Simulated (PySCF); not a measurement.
C5H2F3NS.
Atom-mapped SMILES: `[F:1][C:2]([F:3])=[C:4]([F:5])[c:6]1[cH:7][s:8][cH:9][n:10]1` (hydrogens: H11 on C7; H12 on C9)

Geometry (PBE0-D3(BJ)/def2-SVP, Å), atoms numbered from 1 in this order:
```xyz
12
C5H2F3NS angstrom
F     -3.460   -0.140    0.181
C     -2.229    0.292    0.099
F     -2.164    1.589    0.015
C     -1.172   -0.533    0.101
F     -1.417   -1.845    0.191
C      0.233   -0.176    0.003
C      1.239   -1.116   -0.040
S      2.754   -0.328   -0.162
C      1.934    1.195   -0.144
N      0.644    1.127   -0.056
H      1.146   -2.199   -0.010
H      2.494    2.132   -0.203
```

All values: CAM-B3LYP/def2-SVPD (PySCF, non-relativistic), on one gas-phase PBE0-D3(BJ)/def2-SVP geometry that isn't relaxed in the solvent. The solvent is an IEF-PCM continuum (Bondi radii, 1.10 Å for H, scaled by 1.2), and excitations are vertical TDDFT with non-equilibrium linear response and a frozen core. Specific hydrogen bonds and non-electrostatic terms are outside this model.

Gas-phase singlets (H = HOMO, L = LUMO):

```tsv
state	E (eV)	λ (nm)	f	leading configuration
S1	5.146	241	0.177	H→L 87%
S2	5.595	222	0.000	H-2→L 83%
S3	5.814	213	0.001	H→L+2 80%
S4	5.820	213	0.336	H→L+1 81%
S5	6.336	196	0.007	H→L+3 47%
```

Give the list for cyclohexane (ε = 2.017), n² = 2.04.

```
state  E (eV)  λ (nm)      f  leading configuration  change by rank (eV)
   S1   5.103     243  0.277                H→L 91%               -0.043
   S2   5.655     219  0.000              H-2→L 81%               +0.060
   S3   5.717     217  0.394              H→L+1 87%               -0.097
   S4   5.856     212  0.000              H→L+2 82%               +0.036
   S5   6.317     196  0.009              H→L+3 69%               -0.019
```

How does the list change in chloroform (ε = 4.711)?

```csv
state,E (eV),λ (nm),f,leading configuration,change by rank (eV)
S1,5.124,242,0.283,H→L 91%,-0.022
S2,5.710,217,0.390,H→L+1 87%,+0.115
S3,5.718,217,0.002,H-2→L 79%,-0.096
S4,5.893,210,0.000,H→L+2 83%,+0.073
S5,6.324,196,0.009,H→L+3 79%,-0.012
```

How do the frontier levels move from gas to chloroform?

```csv
orbital,gas (eV),solvent (eV),change (eV)
LUMO+2,0.75,0.98,+0.23
LUMO+1,0.61,0.70,+0.09
LUMO,-0.33,-0.19,+0.14
HOMO,-8.02,-7.95,+0.07
HOMO-1,-9.85,-9.75,+0.10
HOMO-2,-9.89,-9.86,+0.03
HOMO-3,-10.31,-10.22,+0.09
```

The HOMO–LUMO gap goes from 7.70 to 7.76 eV.
